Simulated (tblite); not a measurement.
Species: C5H9N2Si (doublet state).
Numbering: `[CH3:1][CH2:2][SiH:3][n:4]1[cH:5][cH:6][n:7][cH:8]1` (hydrogens: H9, H10, H11 on C1; H12, H13 on C2; H14 on Si3; H15 on C5; H16 on C6; H17 on C8)

The geometry is computed with GFN2-xTB (gas phase). This method treats the open shell by occupation alone, without spin polarisation.

List the bond lengths, angles and torsions at this level.

| bond | length (Å) |
| --- | --- |
| C1–C2 | 1.529 |
| C2–Si3 | 1.906 |
| Si3–N4 | 1.758 |
| N4–C5 | 1.374 |
| C5–C6 | 1.360 |
| C6–N7 | 1.364 |
| N7–C8 | 1.296 |
| N4–C8 | 1.364 |
| C1–H9, C1–H10, C1–H11 | 1.088 |
| C2–H12, C2–H13 | 1.091 |
| Si3–H14 | 1.462 |
| C5–H15 | 1.071 |
| C6–H16 | 1.071 |
| C8–H17 | 1.071 |

Bonds in one row agree within 0.01 Å and their mean is given. A selection of angles:
| angle | degrees |
| --- | --- |
| C2–C1–H9 | 110.5 |
| H9–C1–H10 | 108.1 |
| C1–C2–Si3 | 111.1 |
| C1–C2–H12 | 109.0 |
| Si3–C2–H12 | 110.4 |
| H12–C2–H13 | 106.7 |
| C2–Si3–N4 | 108.1 |
| C2–Si3–H14 | 115.5 |
| N4–Si3–H14 | 104.8 |
| Si3–N4–C5 | 127.1 |
| Si3–N4–C8 | 128.2 |
| C5–N4–C8 | 104.7 |
| N4–C5–C6 | 107.0 |
| N4–C5–H15 | 121.3 |
| C6–C5–H15 | 131.7 |
| C5–C6–N7 | 109.6 |
| C5–C6–H16 | 129.5 |
| N7–C6–H16 | 120.9 |
| C6–N7–C8 | 105.6 |
| N7–C8–H17 | 124.7 |
| N4–C8–N7 | 113.0 |
| N4–C8–H17 | 122.2 |

Torsions: C1–C2–Si3–N4 63° (synclinal); C2–Si3–N4–C5 65° (synclinal). The mirror-image conformer, all signs reversed, is as good.

N7 (nitrogen bonded to 2 C) is bent (angle 105.6°). C5 (carbon bonded to C, N and H) is planar (angles 131.7°, 121.3° and 107.0°, sum 360.0°, 0.00 Å off the plane of its three neighbours). The C–N distances run from 1.296 Å (N7–C8, aromatic) to 1.374 Å (N4–C5, aromatic), a spread of 0.078 Å. C8 (carbon bonded to 2 N and H) is planar (angles 124.7°, 122.2° and 113.0°, sum 360.0°, 0.00 Å off the plane of its three neighbours). The 2 C–C bonds span 1.360 Å (C5–C6, aromatic) to 1.529 Å (C1–C2, drawn single), a spread of 0.169 Å. C6 (carbon bonded to C, N and H) is planar (angles 129.5°, 120.9° and 109.6°, sum 360.0°, 0.00 Å off the plane of its three neighbours). Si3 (silicon bonded to C, N and H) is pyramidal (angles 115.5°, 108.1° and 104.8°, sum 328.3°, 0.56 Å off the plane of its three neighbours).

Point group: C1 (no symmetry element, even within 0.4 Å). Its lowest GFN2-xTB frequency is 15 cm⁻¹, too small to tell a flat minimum from a shallow saddle. 3 starts were optimised and ended at 0.00, 0.29 and 0.83 kcal/mol (GFN2-xTB); the lowest of these is shown.

Hardware: one thread of an Arm Neoverse V2 (shared host). Cost: 0.3 s of wall time. This is the geometry optimisation.
